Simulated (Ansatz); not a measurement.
Cu₃F₃. The state is a singlet with charge 0. Geometry relaxed at r2SCAN-D4/def2-SVP.

```xyz
6

Cu    1.1032   -0.8348    0.1542
Cu   -0.4599    0.3184   -1.2757
Cu   -0.6447    0.5172    1.1210
F    -1.6983    1.2860   -0.2377
F     0.7095   -0.4889    1.9630
F     0.9902   -0.7979   -1.7247
```

The relaxation made no stability test and no search for a lower SCF solution. The structure comes from a short search, and lower isomers may exist.

Question: Estimate the harmonic wavenumbers at RKS r2SCAN-D4/def2-SVP (Ansatz, unscaled). Is this a minimum?

Answer: 121, 122, 164, 164, 173, 238, 331, 332, 425, 485, 552, 553 cm⁻¹. Yes, no mode is imaginary beyond noise. Zero-point energy 21.9 kJ/mol. It took 1.9 min on 4 threads of Arm Neoverse V1 on a shared host.
